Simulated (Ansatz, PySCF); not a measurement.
The pair A = SiH4 (SMILES [SiH4]) (first 5 atoms), B = HBr (SMILES Br); geometry from B3LYP-D3(BJ)/def2-TZVP.
(charge 0, multiplicity 1):
```xyz
7

Si     0.21561    -0.23728     0.01071
H      0.80359    -1.54371     0.37642
H     -0.99322    -0.00538     0.84145
H     -0.18082    -0.23856    -1.41454
H      1.18768     0.84669     0.26767
Br    -0.05220    -0.03828     4.18426
H     -0.71373     0.02107     2.92086
```

Rows in 6-31G* carry no dispersion term and start afresh at each structure (6-31G* with six Cartesian d functions); the Pople sets are all-electron and without relativity.

Programs: Ansatz (Gaussian basis) for Hartree–Fock, density functionals and correlated methods; PySCF for 6-31G* rows. 

Total energies (hartree), monomers frozen at their geometry in the pair:

| structure | HF/6-31G* | HF/def2-SVPD | HF/def2-TZVPPD |
|---|---|---|---|
| AB | -2863.9079216 | -2863.8439115 | -2864.2592427 |
| A in the pair's basis | -291.2251366 | -291.1562980 | -291.2585610 |
| B in the pair's basis | -2572.6844908 | -2572.6892445 | -2573.0022631 |
| A | -291.2250334 | -291.1561047 | -291.2585393 |
| B | -2572.6842900 | -2572.6890922 | -2573.0021532 |

### Question
Work out the interaction energy without and with the counterpoise correction, and the superposition error, for each level.

### Answer

E(AB) − E(A) − E(B), times 627.509 kcal/mol, with the monomers in their own basis and then in the pair's basis:
- HF/6-31G*: 0.88 uncorrected, 1.07 corrected; the monomers gain 0.19 kcal/mol from borrowed functions
- HF/def2-SVPD: 0.81 uncorrected, 1.02 corrected; the monomers gain 0.22 kcal/mol from borrowed functions
- HF/def2-TZVPPD: 0.91 uncorrected, 0.99 corrected; the monomers gain 0.08 kcal/mol from borrowed functions

Ansatz is a first-principles code.
